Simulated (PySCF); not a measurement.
selenium atom (Se), triplet; M062X/aug-cc-pVDZ (PySCF).

Here is a job for PySCF.
```python
from pyscf import gto, scf, dft

mol = gto.Mole()
mol.atom = '''
    Se    0.00000000    0.00000000    0.00000000
'''
mol.basis = 'aug-cc-pvdz'
mol.spin = 2
mol.verbose = 4
mol.build()

mf = dft.UKS(mol)
mf.xc = 'm062x'
mf.kernel()
```

### Question
What does PySCF print? Leave out banner, timings and long lists.

### Answer

```
PySCF version 2.14.0

[INPUT] verbose = 4
[INPUT] num. atoms = 1
[INPUT] num. electrons = 34
[INPUT] charge = 0
[INPUT] spin (= nelec alpha-beta = 2S) = 2
[INPUT] symmetry False subgroup None
[INPUT] Mole.unit = angstrom
[INPUT] Symbol           X                Y                Z      unit          X                Y                Z       unit  Magmom
[INPUT]  1 Se     0.000000000000   0.000000000000   0.000000000000 AA    0.000000000000   0.000000000000   0.000000000000 Bohr   0.0

nuclear repulsion = 0
number of shells = 9
number of NR pGTOs = 86
number of NR cGTOs = 36
basis = aug-cc-pvdz
ecp = {}

******** <class 'pyscf.dft.uks.UKS'> ********
method = UKS
initial guess = minao
damping factor = 0
level_shift factor = 0
DIIS = <class 'pyscf.scf.diis.CDIIS'>
diis_start_cycle = 1
diis_space = 8
diis_damp = 0
SCF conv_tol = 1e-09
SCF conv_tol_grad = None
SCF max_cycles = 50
direct_scf = True
direct_scf_tol = 1e-13
number electrons alpha = 18  beta = 16
XC library pyscf.dft.libxc version 7.1.2
    S. Lehtola, C. Steigemann, M. J. T. Oliveira, and M. A. L. Marques,  SoftwareX 7, 1–5 (2018)
XC functionals = m062x
    Y. Zhao and D. G. Truhlar,  Theor. Chem. Acc. 120, 215 (2008)
    Y. Zhao and D. G. Truhlar,  Theor. Chem. Acc. 120, 215 (2008)
radial grids:
    Treutler-Ahlrichs [JCP 102, 346 (1995); DOI:10.1063/1.469408] (M4) radial grids

becke partition: Becke, JCP 88, 2547 (1988); DOI:10.1063/1.454033
pruning grids: <function nwchem_prune>
grids dens level: 3
symmetrized grids: False
atomic radii adjust function: <function treutler_atomic_radii_adjust>
small_rho_cutoff = 0
Set gradient conv threshold to 3.16228e-05
tot grids = 20424
init E= -2400.47486257846

cycle= 1 E= -2401.49865131095  delta_E= -1.02  |g|= 0.0691  |ddm|= 0.697
cycle= 2 E= -2401.50322535704  delta_E= -0.00457  |g|= 0.0222  |ddm|= 0.119
cycle= 3 E= -2401.50354276455  delta_E= -0.000317  |g|= 0.00709  |ddm|= 0.0349
cycle= 4 E= -2401.503579819  delta_E= -3.71e-05  |g|= 0.000959  |ddm|= 0.00959
cycle= 5 E= -2401.50358143755  delta_E= -1.62e-06  |g|= 0.000166  |ddm|= 0.00257
cycle= 6 E= -2401.50358147747  delta_E= -3.99e-08  |g|= 1.64e-05  |ddm|= 0.000457
cycle= 7 E= -2401.50358147786  delta_E= -3.96e-10  |g|= 1.96e-06  |ddm|= 4.05e-05
Extra cycle  E= -2401.50358147787  delta_E= -7.28e-12  |g|= 5.5e-07  |ddm|= 4.18e-06
converged SCF energy = -2401.50358147787  <S^2> = 2.0052486  2S+1 = 3.003497
```
